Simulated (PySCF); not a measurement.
## Worked example: chemical shift, span and skew from a shielding tensor

Be(Me) (CH3Be), SMILES [Be+][CH3], charge +1. Atoms are numbered in the order given.

```xyz
5

Be     0.0000     0.0000    -1.2295
C      0.0000     0.0000     0.4258
H      0.9020    -0.5208     0.7877
H     -0.9020    -0.5208     0.7877
H      0.0000     1.0415     0.7877
```
Charge +1, spin multiplicity 1.

Geometry optimised at PBE-D3(BJ)/def2-TZVPD. The multiplicity is an assumed one; other spin states were not compared. The isomer is the one that the SMILES or the coordinates give; other isomers of the formula were not compared.

GIAO shieldings from PySCF with KT2/pcSseg-2, non-relativistic, no solvent. The symmetric part of the tensor of C2 has the principal values 179.8, 179.8, 204.6 ppm. The same nucleus in TMS has σ = 184.2 ppm at this level (PySCF, at its B3LYP-D3(BJ)/def2-TZVP geometry).

Task: Work out the isotropic shielding, the ¹³C shift against TMS, the span and the skew.

Result: 
σ(iso) = (σ11 + σ22 + σ33)/3 = 188.1 ppm. δ = σ(ref) − σ(iso) = 184.2 − (188.1) = -3.9 ppm.
Span Ω = σ33 − σ11 = 24.8 ppm. Skew κ = 3(σ(iso) − σ22)/Ω = 1.00, an axial tensor. Tumbling in solution averages the tensor to δ; in a static solid the shielding alone would spread this spin-1/2 line over Ω.
